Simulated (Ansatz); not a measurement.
Cost and result for the atomization energy of CHFS₂Si (`F[SiH]1SC1=S`) (6 atoms, 6 bonds).

Total charge 0; spin multiplicity 1. The geometry is a stationary point of PBE0-D4/def2-TZVP. Program: Ansatz. All runs use 2 threads of an Intel Xeon Platinum 8259CL on a shared host. Times are those of one run each, without the atoms' runs, and a repeat can differ threefold. Electronic energies, without spin–orbit coupling; frozen cores. CCSD(T)/CBS adds CCSD(T) − MP2 in def2-TZVPP to the MP2 limit, and its time is that of the two runs behind it. T1 = 0.017; the RHF reference is unstable towards UHF. HSE06 is the plane-wave form, built on full-range PBE exchange.

CCSD(T)/CBS is a level of theory with its own doubt, some kJ/mol a heavy atom from the limit and from the frozen cores, so smaller differences don't rank the functionals.

```csv
level,functions,wall time,atomization (kcal/mol),difference from CCSD(T)/CBS,per bond
revPBE-D4/def2-TZVPP,202,2.6 s,539.5,7.7,1.3
PBE-D4/def2-TZVPP (with forces),202,3.1 s,557.1,25.3,4.2
CCSD(T)/def2-SVP,87,3.9 s,477.1,-54.7,-9.1
PBE0-D4/def2-TZVPP,202,4.5 s,535.7,3.9,0.6
HSE06-D4/def2-TZVPP,202,5 s,536.5,4.7,0.8
BHLYP-D4/def2-TZVPP,202,5 s,499.5,-32.3,-5.4
r2SCAN-D4/def2-TZVPP (with forces),202,6 s,541.1,9.3,1.5
CAM-B3LYP-D4/def2-TZVPP,202,6 s,525.1,-6.7,-1.1
B97M-V/def2-TZVPP,202,9.5 s,543.3,11.5,1.9
ωB97M-V/def2-TZVPP (with forces),202,16 s,534.8,3.0,0.5
MP2/def2-QZVPP,354,23 s,549.4,17.6,2.9
CCSD(T)/def2-TZVPP,202,66 s,510.0,-21.8,-3.6
CCSD(T)/CBS(def2),–,89 s,531.8,0.0,0.0
```

From BLYP to BHLYP (50 % exact exchange), in def2-TZVPP and without D4, the atomization energy moves by −31.5 kcal/mol: exact exchange takes away binding that semilocal exchange gives to molecules. Leaving LDA and LC-ωPBE aside and taking each functional with its dispersion term where it has one, the values spread over 57.6 kcal/mol, from BHLYP-D4 to PBE-D4. LDA lies +84.1 kcal/mol from PBE without D4, its usual overbinding. In def2-TZVPP, CCSD(T) changes the Hartree–Fock value by +164.4 kcal/mol (the triples alone add +17.7 kcal/mol) and MP2 by +190.8 kcal/mol; breaking electron pairs costs correlation energy, which Hartree–Fock lacks.
